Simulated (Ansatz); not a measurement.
Start from `FC(F)(F)C1=CC(C(F)(F)F)=[O+][Al-]([F])([Cl])[O]1` and change one atom or group to get `[CH3][Sn-]1[O]C(C(F)(F)F)=CC(C(F)(F)F)=[O+]1`.

Ansatz, PBE0-D4/def2-TZVP geometries, multiplicity 1. 

Elements past krypton have def2 core potentials.

```tsv
property	`FC(F)(F)C1=CC(C(F)(F)F)=[O+][Al-]([F])([Cl])[O]1`
LUMO energy (PBE/def2-TZVPP) / eV	-4.61
HOMO energy (PBE0/def2-TZVPP) / eV	-9.00
size of the dipole moment (ωB97M-V/def2-TZVPP) / D	3.67
LUMO energy (B3LYP/def2-TZVPP) / eV	-4.06
HOMO–LUMO gap (PBE0/def2-TZVPP) / eV	5.14
LUMO energy (PBE0/def2-TZVPP) / eV	-3.86
```

Question: Give the same properties after the change, and the shifts. (An estimate is asked.)

Answer: Computed: 
| property | `[CH3][Sn-]1[O]C(C(F)(F)F)=CC(C(F)(F)F)=[O+]1` | shift |
| --- | --- | --- |
| LUMO energy (PBE/def2-TZVPP) / eV | -3.75 | 0.86 |
| HOMO energy (PBE0/def2-TZVPP) / eV | -6.66 | 2.34 |
| size of the dipole moment (ωB97M-V/def2-TZVPP) / D | 1.16 | -2.51 |
| LUMO energy (B3LYP/def2-TZVPP) / eV | -3.16 | 0.90 |
| HOMO–LUMO gap (PBE0/def2-TZVPP) / eV | 3.70 | -1.44 |
| LUMO energy (PBE0/def2-TZVPP) / eV | -2.96 | 0.90 |

With PBE0 the HOMO rises by 2.34 eV and the LUMO rises by 0.90 eV, so the gap narrows by about 1.44 eV. PBE moves the HOMO by 2.07 eV and ωB97M-V by 2.40 eV. Dipoles are sizes alone; their direction can turn.

B3LYP here is the variant with VWN-RPA as its local correlation; programs differ in this.
